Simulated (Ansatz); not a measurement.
Ansatz (a program for electronic structure) input (B3LYP-D3(BJ)/def2-TZVP):

Ansatz 0.2 input:
```yaml
crystal:
  periodic: [false, false, false]
  atoms:
    - {symbol: Si, position_ang: [0.14404916, 0.90472492, 0.03472388]}
    - {symbol: C, position_ang: [-1.57787019, 0.10466040, -0.02230535]}
    - {symbol: C, position_ang: [1.50858326, -0.37989448, -0.27371496]}
    - {symbol: H, position_ang: [0.36045119, 1.63013573, 1.29124460]}
    - {symbol: H, position_ang: [-1.76272707, -0.38552856, -0.97407031]}
    - {symbol: H, position_ang: [-1.67966829, -0.64736096, 0.75932963]}
    - {symbol: H, position_ang: [-2.36065541, 0.84187832, 0.12755048]}
    - {symbol: H, position_ang: [1.48968961, -1.15440721, 0.49207659]}
    - {symbol: H, position_ang: [1.39155040, -0.86890807, -1.23667842]}
    - {symbol: H, position_ang: [2.49285159, 0.07773222, -0.25337476]}
basis:
  gaussian:
    orbitals: def2-TZVP
hamiltonian:
  xc: b3lyp
  dispersion: d3bj
magnetization: {spin_polarized: true, initial_magnetization: 1}
relax: {f_tol: 0.002, max_steps: 150}
```

Output:

```
Functional definition: B3LYP
integrals: 0.05 GiB planned
929 factors; their error is unknown
0.21 GiB of the device are held for the grids
0.60 GiB of device memory are held for the factors and their scratch space
mean field: 0.58 GiB planned
mean field evaluation 1: about -10054.8832 eV, gradient 5.1e1 eV
mean field evaluation 2: about -10046.9440 eV, gradient 6.0e1 eV
mean field evaluation 4: about -10066.7763 eV, gradient 1.4e0 eV
mean field evaluation 8: about -10066.7978 eV, gradient 2.2e-1 eV
mean field evaluation 16: about -10066.7980 eV, gradient 1.6e-5 eV
mean field -10066.79795908 eV, -369.9480014755 hartree, gradient 1.6e-5 eV, S^2 0.751621; 0 other end points of the search recorded, 0 dependent functions left out
the calculation of the forces begins
reference -10066.79822496 eV, -369.9480112462 hartree; 17, 16 occupied and 124, 125 virtual orbitals, 929 factors
relax step   1: F+E_penalty+E_count = -10067.11413470 eV  Δ(F+E_penalty+E_count) = +0.000e0 eV  max|allowed force component| = 6.499e-1 eV/Å  Δτ_max = 0.0000 Å  (29 SCF iters, accepted)
these checks for a lower state are left out or cut short: starts, cluster_reference, orbital_swaps, neighbouring_geometries, increment
integrals: 0.05 GiB planned
929 factors; their error is unknown
0.21 GiB of the device are held for the grids
0.60 GiB of device memory are held for the factors and their scratch space
mean field: 0.58 GiB planned
mean field -10066.81228993 eV, -369.9485281244 hartree, gradient 8.2e-6 eV, S^2 0.751557; 0 other end points of the search recorded, 0 dependent functions left out
the calculation of the forces begins
reference -10066.81255473 eV, -369.9485378556 hartree; 17, 16 occupied and 124, 125 virtual orbitals, 929 factors
relax step   2: F+E_penalty+E_count = -10067.12988587 eV  Δ(F+E_penalty+E_count) = -1.575e-2 eV  max|allowed force component| = 2.248e-1 eV/Å  Δτ_max = 0.0376 Å  (31 SCF iters, accepted)
these checks for a lower state are left out or cut short: starts, cluster_reference, orbital_swaps, neighbouring_geometries, increment
integrals: 0.05 GiB planned
929 factors; their error is unknown
0.21 GiB of the device are held for the grids
0.60 GiB of device memory are held for the factors and their scratch space
mean field: 0.58 GiB planned
mean field -10066.81412448 eV, -369.9485955428 hartree, gradient 6.1e-6 eV, S^2 0.751563; 0 other end points of the search recorded, 0 dependent functions left out
the calculation of the forces begins
reference -10066.81438934 eV, -369.9486052763 hartree; 17, 16 occupied and 124, 125 virtual orbitals, 929 factors
relax step   3: F+E_penalty+E_count = -10067.13192361 eV  Δ(F+E_penalty+E_count) = -2.038e-3 eV  max|allowed force component| = 4.003e-2 eV/Å  Δτ_max = 0.0104 Å  (33 SCF iters, accepted)
these checks for a lower state are left out or cut short: starts, cluster_reference, orbital_swaps, neighbouring_geometries, increment
integrals: 0.05 GiB planned
929 factors; their error is unknown
0.21 GiB of the device are held for the grids
0.60 GiB of device memory are held for the factors and their scratch space
mean field: 0.58 GiB planned
mean field evaluation 32: about -10066.8040 eV, gradient 2.4e-1 eV
mean field -10066.81410089 eV, -369.9485946760 hartree, gradient 2.5e-5 eV, S^2 0.751562; 0 other end points of the search recorded, 0 dependent functions left out
the calculation of the forces begins
reference -10066.81436567 eV, -369.9486044063 hartree; 17, 16 occupied and 124, 125 virtual orbitals, 929 factors
relax step   4: F+E_penalty+E_count = -10067.13201530 eV  Δ(F+E_penalty+E_count) = -9.169e-5 eV  max|allowed force component| = 1.283e-2 eV/Å  Δτ_max = 0.0026 Å  (24 SCF iters, accepted)
these checks for a lower state are left out or cut short: starts, cluster_reference, orbital_swaps, neighbouring_geometries, increment
integrals: 0.05 GiB planned
929 factors; their error is unknown
0.21 GiB of the device are held for the grids
0.60 GiB of device memory are held for the factors and their scratch space
mean field: 0.58 GiB planned
mean field -10066.81412287 eV, -369.9485954836 hartree, gradient 2.1e-5 eV, S^2 0.751561; 0 other end points of the search recorded, 0 dependent functions left out
the calculation of the forces begins
reference -10066.81438760 eV, -369.9486052125 hartree; 17, 16 occupied and 124, 125 virtual orbitals, 929 factors
relax step   5: F+E_penalty+E_count = -10067.13202427 eV  Δ(F+E_penalty+E_count) = -8.967e-6 eV  max|allowed force component| = 6.346e-3 eV/Å  Δτ_max = 0.0047 Å  (24 SCF iters, accepted)
these checks for a lower state are left out or cut short: starts, cluster_reference, orbital_swaps, neighbouring_geometries, increment
integrals: 0.05 GiB planned
929 factors; their error is unknown
0.21 GiB of the device are held for the grids
0.60 GiB of device memory are held for the factors and their scratch space
mean field: 0.58 GiB planned
mean field -10066.81412873 eV, -369.9485956990 hartree, gradient 1.5e-5 eV, S^2 0.751562; 0 other end points of the search recorded, 0 dependent functions left out
the calculation of the forces begins
reference -10066.81439348 eV, -369.9486054283 hartree; 17, 16 occupied and 124, 125 virtual orbitals, 929 factors
relax step   6: F+E_penalty+E_count = -10067.13203110 eV  Δ(F+E_penalty+E_count) = -6.833e-6 eV  max|allowed force component| = 1.308e-3 eV/Å  Δτ_max = 0.0015 Å  (23 SCF iters, accepted)
integrals: 0.05 GiB planned
929 factors; their error is unknown
0.21 GiB of the device are held for the grids
0.60 GiB of device memory are held for the factors and their scratch space
mean field: 0.58 GiB planned
mean field evaluation 64: about -10066.8141 eV, gradient 3.6e-4 eV
mean field -10066.81412873 eV, -369.9485956990 hartree, gradient 1.6e-5 eV, S^2 0.751562; 1 other end points of the search recorded, 0 dependent functions left out
the calculation of the forces begins
reference -10066.81439348 eV, -369.9486054283 hartree; 17, 16 occupied and 124, 125 virtual orbitals, 929 factors
Total energy: -10067.13229585 eV, -369.9602881252 hartree
Atom 0 at     0.140705     0.901924    -0.001800 Å, force     0.000216     0.001236    -0.000691 eV/Å
Atom 1 at    -1.566831     0.106122    -0.024574 Å, force     0.000121    -0.001308     0.000728 eV/Å
Atom 2 at     1.498762    -0.375582    -0.272294 Å, force    -0.000314    -0.001180     0.000974 eV/Å
Atom 3 at     0.356405     1.607823     1.294554 Å, force     0.000019     0.000527     0.000388 eV/Å
Atom 4 at    -1.760121    -0.380658    -0.982203 Å, force    -0.000057     0.000122    -0.000478 eV/Å
Atom 5 at    -1.644140    -0.652837     0.760602 Å, force    -0.000273    -0.000196    -0.000223 eV/Å
Atom 6 at    -2.350687     0.845906     0.143994 Å, force     0.000601     0.000410     0.000001 eV/Å
Atom 7 at     1.461565    -1.142514     0.508049 Å, force     0.000284    -0.000122    -0.000143 eV/Å
Atom 8 at     1.383507    -0.872611    -1.237199 Å, force    -0.000163     0.000033    -0.000465 eV/Å
Atom 9 at     2.487089     0.085459    -0.244348 Å, force    -0.000433     0.000478    -0.000089 eV/Å
Dipole moment:    -0.028806    -0.169184    -0.027268 e Å
```

It need not be the lowest isomer of its formula.
